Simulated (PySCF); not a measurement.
**How methods differ on the excitation energy of Mg**

Mg [Ne] 3s2 (1S) → Mg [Ne] 3p2 (3P), as a difference of total energies. All numbers are calculated (PySCF 2.14, no relativity, point nucleus, in aug-cc-pCVDZ (6s5p3d, 36 functions)). Correlated levels: valence: [Ne] frozen; valence and next inner shell: 1s2 frozen; nothing frozen. The calculations carry no spin-orbit coupling.

| method | excitation energy (eV) |
| --- | --- |
| UHF | 6.286 |
| LDA | 6.521 |
| PBE | 6.290 |
| PBE0 | 6.413 |
| r2SCAN | 6.167 |
| LC-wPBE | 6.738 |
| BP86 | 6.323 |
| BHandHLYP | 6.920 |
| B3LYP | 6.707 |
| MP2 (valence) | 6.755 |
| SCS-MP2 (valence) | 6.955 |
| MP2 (valence and next inner shell) | 6.828 |
| SCS-MP2 (valence and next inner shell) | 7.005 |
| MP2 (all electrons) | 6.826 |
| SCS-MP2 (all electrons) | 7.003 |

Task: How much does correlation contribute at MP2 (all electrons)?

Result: 6.826 − (6.286) = 0.540 eV, measured against UHF.

Errors of the correlated levels include the incompleteness of this basis and the frozen core.

For comparison: 7.173 eV (measured; NIST levels, between the centres of gravity of the two terms).
